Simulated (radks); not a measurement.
Mn, 25 electrons, occupied as [Ar] 3d5 4s2.

Calculated with a radial shooting solver on a logarithmic mesh with Libxc functionals: scalar-relativistic Kohn-Sham, BLYP, spin-unpolarised, spherical densities, finite nucleus; Fermi nuclear charge, rms radius 3.7057 fm.

Energy parts (eV):
| part | energy |
|---|---|
| total | -31527.192 |
| kinetic | 31876.756 |
| electron-nucleus | -75251.016 |
| Hartree | 13268.456 |
| exchange-correlation | -1421.389 |

Orbitals (lengths in bohr, moments of r in powers of bohr; r(max) is where P^2 peaks; r(90%) holds 90 % of the orbital's charge):
orbital  occ.  eigenvalue (eV)  r(90%)     <r^2>   r(max)       <r^4>
1s          2        -6431.706   0.109  0.004988  0.03987  0.00006398
2s          2        -743.9644   0.433   0.09228   0.2325     0.01489
2p          6        -630.4247   0.405   0.07511   0.1882     0.01151
3s          2         -85.5872    1.28    0.8375   0.7354       1.143
3p          6         -54.3829    1.40    0.9656   0.7509       1.652
3d          5          -6.6632    2.17     2.034   0.7593       12.54
4s          2          -5.0228    4.74     11.15    2.491       217.2

The highest occupied level is 4s at -5.023 eV. The density falls to 0.001 e/bohr^3 at r = 4.54 bohr.
